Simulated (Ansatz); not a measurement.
Input:

```yaml
crystal:
  periodic: [false, false, false]
  atoms:
    - { symbol: B, position_ang: [-0.4826, 1.2562, -0.5482] }
    - { symbol: B, position_ang: [0.3447, -0.106, -0.7217] }
    - { symbol: C, position_ang: [0.4655, -1.1829, 0.4025] }
    - { symbol: "N", position_ang: [0.0218, -1.0573, 1.5684] }
    - { symbol: H, position_ang: [-0.5863, 2.0485, -1.4844] }
    - { symbol: H, position_ang: [-1.1003, 1.5777, 0.4392] }
    - { symbol: H, position_ang: [0.9182, -0.2944, -1.7479] }
    - { symbol: H, position_ang: [1.1341, -2.0476, 0.1989] }
    - { symbol: H, position_ang: [-0.6266, -0.2404, 1.876] }
basis:
  gaussian: { orbitals: cc-pVDZ }
hamiltonian:
  xc: pbe
relax:
  f_tol: 0.015
  max_steps: 40
```

Launched with:

```bash
$ ansatz run input.yaml --threads 1 --pin off --max-ram 2048MiB --backend cpu --events-out ev --progress --plain --runs-dir out
```

Hardware: 1 thread of Arm Neoverse V2, on a shared host.

Q: Roughly how long does this run take, and how much memory?

A: 42 s, with a peak of 0.12 GiB, for 20 ionic steps.
